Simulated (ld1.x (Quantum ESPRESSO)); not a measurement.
# Which change was made? (Tc, TM)

```json
{
  "Element": "technetium (Tc)",
  "Generator": "ld1.x (Quantum ESPRESSO) 7.5",
  "Type": "norm-conserving Troullier–Martins (Kleinman–Bylander form)",
  "Functional": "BP86",
  "Relativity": "fully relativistic",
  "Frozen core": "[Ar] 3d10 4s2",
  "Valence charge": "13",
  "Reference configuration": "4p6 4d4 5s0 5p0 (charge +3)",
  "Partial waves": "5s (bound, empty): rc 2.15 bohr; 4p (bound): rc 1.55 bohr; 4d (bound): rc 2.05 bohr",
  "Local potential": "all-electron potential smoothed inside 1.25 bohr (lloc = -2)",
  "Core correction": "Bessel-smoothed model core inside 0.85 bohr"
}
```

Open shells are filled in proportion to 2j + 1 (rel_dist='average').

Cutoffs, loose and tight: the cutoffs (Ry, on a coarse ladder) from which the occupation-weighted sum of valence levels, in a spherical-Bessel basis at the reference potential, stays within 10 and 1 mRy of its value at 400 Ry. They do not see the model core or the augmentation charge, which bear on the density cutoff. Test errors are all-electron minus pseudo excitation energies from the reference, over the configurations 4p6 4d5 5s2 5p0; 4p6 4d5 5s1 5p0; 4p6 4d5 5s0 5p0; 4p6 4d6 5s1 5p0; 4p6 4d5 5s0 5p1; 4p6 4d5 5s1 5p1; 4p6 4d3 5s0 5p0; variants that change the core or the reference have their own tests.

The base gives: outcome: generated; cutoff, loose: 50 Ry; cutoff, tight: 90 Ry; bound ghosts: s; largest test error (meV): +71.

**Question.** After one change the result is: outcome: generated; cutoff, loose: 50 Ry; cutoff, tight: 90 Ry; bound ghosts: none; largest test error (meV): -426. Which change was it?
A. wave 5s (bound): rc 2.15 bohr becomes 5s (bound): rc 3.18 bohr
B. local potential all-electron potential smoothed inside 2.36 bohr (lloc = -2)
C. local potential the p channel

**Answer.** B. The others give: local potential the p channel → outcome: generated, misses its reference levels by 2.04 eV; cutoff, loose: 50 Ry; cutoff, tight: 90 Ry; bound ghosts: s; largest test error (meV): +84 | wave 5s (bound): rc 2.15 bohr becomes 5s (bound): rc 3.18 bohr → outcome: generated; cutoff, loose: 50 Ry; cutoff, tight: 90 Ry; bound ghosts: s; largest test error (meV): +39.
